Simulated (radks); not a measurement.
Results of a calculation; reference values are marked as such.
Spherical quantum dot in the effective-mass picture: electrons in a hard-walled sphere of radius 9.1, with a point charge +1 (a donor) at the centre, all in effective atomic units (hartree* = m*/eps^2 hartree, bohr* = eps/m* bohr), one dielectric constant everywhere. Level of theory: non-relativistic Kohn-Sham, LDA (Slater exchange, Perdew-Wang correlation), spin-polarised, spherical densities (a radial shooting solver with Libxc functionals). Levels are named by radial order and angular momentum (1s, 1p, 1d, 2s, ...), and open shells are averaged over m. Results are scaled to m* = 0.052 and eps = 7.4, for which hartree* = 25.84 meV and bohr* = 7.531 nm. Each electron was tried in the lowest free levels, single moves between levels near the top were tried too, and the lowest total energy was kept; such a search can miss a lower state. At N = 1 the Hartree and exchange-correlation terms need not cancel, so that row can carry a self-interaction error.

N                         open shells  2S   E (meV)  addition energy mu(N+1) - mu(N) (meV)  e(HOMO) (meV)  rms radius (nm)
1                    1s(up 1, down 0)   1  -12.3694                                  11.64        -6.9489            13.84
2                                none   0  -13.0983                                  7.660         2.0550            21.85
3                    1p(up 1, down 0)   1  -6.16680                                  3.177         8.4653            32.19
4                    1p(up 2, down 0)   2   3.94211                                  3.344         11.772            36.88
5                    1p(up 3, down 0)   3   17.3945                                  3.822         15.137            39.79
6   1p(up 3, down 0) 2s(up 1, down 0)   4   34.6691                                  3.770         18.825            41.79
7   1p(up 3, down 1) 2s(up 1, down 0)   3   55.7133                                  3.231         22.646            43.37
8   1p(up 3, down 2) 2s(up 1, down 0)   2   79.9881                                  3.286         25.912            44.59
9                    2s(up 1, down 0)   1   107.549                                  4.674         29.212            45.57
10  1d(up 1, down 0) 2s(up 1, down 0)   2   139.784                                  3.264         33.865            46.47
11  1d(up 2, down 0) 2s(up 1, down 0)   3   175.282                                  3.271         37.133            47.22
12  1d(up 3, down 0) 2s(up 1, down 0)   4   214.052                                  3.273         40.406            47.86
13  1d(up 4, down 0) 2s(up 1, down 0)   5   256.095                                  3.274         43.680            48.42
14  1d(up 5, down 0) 2s(up 1, down 0)   6   301.411                                  3.977         46.953            48.92
15  1d(up 5, down 1) 2s(up 1, down 0)   5   350.705                                  3.213         50.898            49.36
16  1d(up 5, down 2) 2s(up 1, down 0)   4   403.212                                  3.222         54.116            49.76
17  1d(up 5, down 3) 2s(up 1, down 0)   3   458.940                                  3.227         57.342            50.13
18  1d(up 5, down 4) 2s(up 1, down 0)   2   517.896                                  3.230         60.571            50.46
19                   2s(up 1, down 0)   1   580.082                                  4.942         63.801            50.76
20  2s(up 1, down 0) 1f(up 1, down 0)   2   647.210                                  3.203         68.729            51.07
21  2s(up 1, down 0) 1f(up 2, down 0)   3   717.542                                  3.205         71.934            51.35
22  2s(up 1, down 0) 1f(up 3, down 0)   4   791.078                                  3.205         75.138            51.61
23  2s(up 1, down 0) 1f(up 4, down 0)   5   867.819                                  3.205         78.344            51.85
24  2s(up 1, down 0) 1f(up 5, down 0)   6   947.765                                  3.204         81.548            52.08
25  2s(up 1, down 0) 1f(up 6, down 0)   7   1030.91                                  3.203         84.752            52.29
26  2s(up 1, down 0) 1f(up 7, down 0)   8   1117.27                                  3.899         87.955            52.49
27  2s(up 1, down 0) 1f(up 7, down 1)   7   1207.52                                  3.171         91.838            52.68
28  2s(up 1, down 0) 1f(up 7, down 2)   6   1300.95                                  3.173         95.011            52.86
29  2s(up 1, down 0) 1f(up 7, down 3)   5   1397.54                                  3.175         98.185            53.03
30  2s(up 1, down 0) 1f(up 7, down 4)   4   1497.32                                  3.175         101.36            53.19
31  2s(up 1, down 0) 1f(up 7, down 5)   3   1600.26                                  3.176         104.54            53.34
32  2s(up 1, down 0) 1f(up 7, down 6)   2   1706.39                                  3.176         107.71            53.49
33                   2s(up 1, down 0)   1   1815.69                                  5.227         110.89            53.63
34  2s(up 1, down 0) 1g(up 1, down 0)   2   1930.21                                  3.159         116.11            53.77
35  2s(up 1, down 0) 1g(up 2, down 0)   3   2047.90                                      -         119.26            53.91

All shells are closed at N = 2 (there: 1s2); the second difference of the energy has clear peaks (12 % above both neighbours; the first and last values, which can be the largest, are not judged, and half-filled shells can peak too) at N = 9, 14, 19, 26, 33.
